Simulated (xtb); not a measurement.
GaO (SMILES [O]=[Ga]), doublet, at a GFN2-xTB geometry (such geometries of metal compounds can be far from the true shape); xtb with GFN0-xTB.

Input for xtb:
```
$ xtb mol.xyz --gfn 0 --uhf 1 --json

# file mol.xyz
2

Ga    -0.00000000    -0.00000000    -0.33770072
O      0.00000000     0.00000000     1.30859028
```

Question: Predict the main parts of the log of this xtb run.

Answer: 
```
   ID    Z sym.   atoms
    1   31 Ga     1
    2    8 O      2

           -------------------------------------------------
          |                Calculation Setup                |
           -------------------------------------------------

           -------------------------------------------------
          |                 G F N 0 - x T B                 |
           -------------------------------------------------

          ...................................................
          :                      SETUP                      :
          :.................................................:
          :  # basis functions                  14          :
          :  # atomic orbitals                  13          :
          :  # shells                            5          :
          :  # electrons                         9          :
          :  electronic temp.          300.0000000     K    :
          :  accuracy                    1.0000000          :
          :  -> integral cutoff          0.2500000E+02      :
          :  -> integral neglect         0.1000000E-07      :
          ...................................................

         :::::::::::::::::::::::::::::::::::::::::::::::::::::
         ::                     SUMMARY                     ::
         :::::::::::::::::::::::::::::::::::::::::::::::::::::
         :: total energy              -4.417312042815 Eh    ::
         :: gradient norm              0.038385452850 Eh/a0 ::
         :: HOMO-LUMO gap              6.192770622785 eV    ::
         ::.................................................::
         :: H0 energy                 -4.344913351495 Eh    ::
         :: repulsion energy           0.007983225846 Eh    ::
         :: electrostat energy        -0.080199922034 Eh    ::
         :: -> Gsolv                   0.000000000000 Eh    ::
         ::    -> Gsasa                0.000000000000 Eh    ::
         ::    -> Gshift               0.000000000000 Eh    ::
         :: dispersion energy         -0.000181995132 Eh    ::
         :: short-range corr.          0.000000000000 Eh    ::
         :: add. restraining           0.000000000000 Eh    ::
         :: total charge               0.000000000000 e     ::
         :::::::::::::::::::::::::::::::::::::::::::::::::::::

           -------------------------------------------------
          |                Property Printout                |
           -------------------------------------------------

    * Orbital Energies and Occupations

         #    Occupation            Energy/Eh            Energy/eV
      -------------------------------------------------------------
         1        2.0000           -0.6527079             -17.7611
         2        2.0000           -0.4554826             -12.3943
         3        2.0000           -0.4390198             -11.9463
         4        2.0000           -0.4390198             -11.9463
         5        1.0000           -0.3724533             -10.1350 (HOMO)
         6                         -0.1448732              -3.9422 (LUMO)
         7                         -0.1448732              -3.9422
         8                         -0.0828867              -2.2555
         9                         -0.0050564              -0.1376
        10                         -0.0050564              -0.1376
        11                          0.0618553               1.6832
        12                          0.0618553               1.6832
        13                          0.3901589              10.6168
      -------------------------------------------------------------
                  HL-Gap            0.2275801 Eh            6.1928 eV
             Fermi-level            0.0000000 Eh            0.0000 eV

     #   Z          covCN         q      C6AA      α(0)
     1  31 Ga       0.759     0.595   398.204    48.868
     2   8 O        0.759    -0.595    25.957     6.835

 Mol. C6AA /au·bohr⁶  :        600.091366
 Mol. C8AA /au·bohr⁸  :      53668.822625
 Mol. α(0) /au        :         55.702918

Wiberg/Mayer (AO) data.
largest (>0.10) Wiberg bond orders for each atom

 ---------------------------------------------------------------------------
     #   Z sym  total        # sym  WBO       # sym  WBO       # sym  WBO
 ---------------------------------------------------------------------------
     1  31 Ga   1.221 --     2 O    1.221
     2   8 O    1.221 --     1 Ga   1.221
 ---------------------------------------------------------------------------

Topologies differ in total number of bonds
Writing topology from bond orders to xtbtopo.mol

 dipole moment from electron density (au)
     X       Y       Z
   0.0000  -0.0000  -4.2081  total (Debye):   10.696

           -------------------------------------------------
          | TOTAL ENERGY               -4.417312042815 Eh   |
          | GRADIENT NORM               0.038385452850 Eh/α |
          | HOMO-LUMO GAP               6.192770622785 eV   |
           -------------------------------------------------

normal termination of xtb
```
